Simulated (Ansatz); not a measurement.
C₄H₂BF, singlet, geometry from GFN2-xTB; PBE/pcseg-1 (Ansatz, a first-principles code).

The Ansatz input:
Ansatz 0.2 input:
```yaml
crystal:
  periodic: [false, false, false]
  atoms:
    - {symbol: B, position_ang: [0.32928792, -0.24658179, 0.11366006]}
    - {symbol: C, position_ang: [-1.06064654, -0.84909034, 0.01500780]}
    - {symbol: C, position_ang: [-2.16558263, -1.32045523, -0.06517949]}
    - {symbol: H, position_ang: [-3.13081133, -1.73278372, -0.13509747]}
    - {symbol: C, position_ang: [0.56104443, 1.22320909, -0.18745508]}
    - {symbol: C, position_ang: [0.73777808, 2.38964296, -0.42765470]}
    - {symbol: H, position_ang: [0.89272090, 3.40874057, -0.63742247]}
    - {symbol: F, position_ang: [1.35067676, -1.01143186, 0.46621205]}
basis:
  gaussian:
    orbitals: pcseg-1.json
hamiltonian:
  xc: pbe
```
The basis file holds pcseg-1 in the JSON format of the Basis Set Exchange.

The log (banner, timings and long lists left out):

```
Functional definition: PBE
1060 factors; their error is unknown
mean field evaluation 1: about -7551.2706 eV, gradient 6.0e1 eV
mean field evaluation 2: about -7544.8296 eV, gradient 7.8e1 eV
mean field evaluation 4: about -7561.1521 eV, gradient 6.3e0 eV
mean field evaluation 8: about -7561.2327 eV, gradient 1.5e-1 eV
mean field evaluation 16: about -7561.1826 eV, gradient 2.2e-4 eV
mean field -7561.18264154 eV, -277.8683369231 hartree, gradient 1.3e-5 eV, S^2 0.000000; 0 other end points of the search recorded, 0 dependent functions left out
reference -7561.18267711 eV, -277.8683382303 hartree; 20, 20 occupied and 74, 74 virtual orbitals, 1060 factors
Total energy: -7561.18267711 eV, -277.8683382303 hartree
```
